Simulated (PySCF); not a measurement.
A calculated (UHF, PySCF 2.14, def2-SVP, the non-relativistic Hamiltonian (point nucleus)) atom or ion has these occupied shells.

| shell | electrons | orbital energy (eV) | rms radius, mean of both spins (bohr) |
| --- | --- | --- | --- |
| 1s α | 1 | -7130.1 | 0.0685 |
| 1s β | 1 | -7130.1 | 0.0685 |
| 2s α | 1 | -888.44 | 0.292 |
| 2s β | 1 | -885.07 | 0.292 |
| 2p α | 3 | -765.70 | 0.262 |
| 2p β | 3 | -762.38 | 0.262 |
| 3s α | 1 | -136.22 | 0.881 |
| 3s β | 1 | -126.65 | 0.881 |
| 3p α | 3 | -98.633 | 0.939 |
| 3p β | 3 | -87.035 | 0.939 |
| 3d α | 5 | -36.835 | 1.18 |
| 3d β | 1 | -31.256 | 1.18 |

(1) Name the element and its charge.

## Answers

(1) Fe(2+) (iron, charge +2), in [Ar] 3d6, high-spin 5D determinant.
